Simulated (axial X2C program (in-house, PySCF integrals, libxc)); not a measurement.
**PtH⁺: from Re and ωe to a spectrum**

A bond curve at the CCSD(T) level, with spin–orbit coupling, was computed with an in-house relativistic program for diatomic molecules (basis Pt dyall-cv3z [13s14p9d6f4g], H dyall-v3z [6s2p1d] (cores contracted in-house)) for the state Ω = 3 (⟨Sz⟩ = 0.97, ⟨Lz⟩ = 2.03 at HF). Its fit gives Re = 1.5326 Å, ωe = 2330.6 cm⁻¹, ωexe = 37.9 cm⁻¹ and αe = 1.956e-01 cm⁻¹; the masses are 194.9648 and 1.0078 u. Two-component means X2C with spin–orbit coupling and atomic mean-field Coulomb and Gaunt terms.

Correlated methods: 10 electrons correlated (number of frozen shells: Pt 5 s, 4 p, 2 d, 1 f; H none), 224 virtual spin orbitals or spinors in MP2, 90 natural virtuals in coupled cluster.

Q: Find the reduced mass, Be and the force constant.

A: From the CCSD(T) values: μ = 1.0026 u. Be = 16.8576/(μ Re²) = 7.158 cm⁻¹. k = 5.8918×10⁻⁷ μ ωe² = 3.21 mdyn/Å.

Q: Estimate the centrifugal constant by the Kratzer relation.

A: D = 4Be³/ωe² = 2.70e-04 cm⁻¹.

Q: Where do the fundamental and the first overtone lie?

A: ν(1←0) = ωe − 2ωexe = 2254.8 cm⁻¹; ν(2←0) = 2ωe − 6ωexe = 4433.8 cm⁻¹.

Q: A Morse curve ties αe to the other constants (Pekeris). How well does that hold?

A: αe(Morse) = 6Be²/ωe × (√(ωexe/Be) − 1) = 1.716e-01 cm⁻¹; the CCSD(T) curve gives 1.956e-01 cm⁻¹, a ratio of 0.88.

Q: Scale the constants to the deuteride (D 2.0141 u) within the Born–Oppenheimer picture.

A: ρ = √(μH/μD) = 0.7092; ωe = 1652.8, ωexe = 19.1, Be = 3.6 cm⁻¹; the zero-point energy falls by 334 cm⁻¹.

Occupations by symmetry block were frozen at the best pattern of an incomplete PBE0 search. CCSD and (T) use frozen natural virtuals with an MP2 correction for the truncation; (T) itself is uncorrected, so its De runs slightly low. With several unpaired electrons one determinant need not be a pure state. The lowest spin-free determinant has another configuration (M_S = 0, Λ = 0), so the order of states is uncertain and this need not be the ground state.
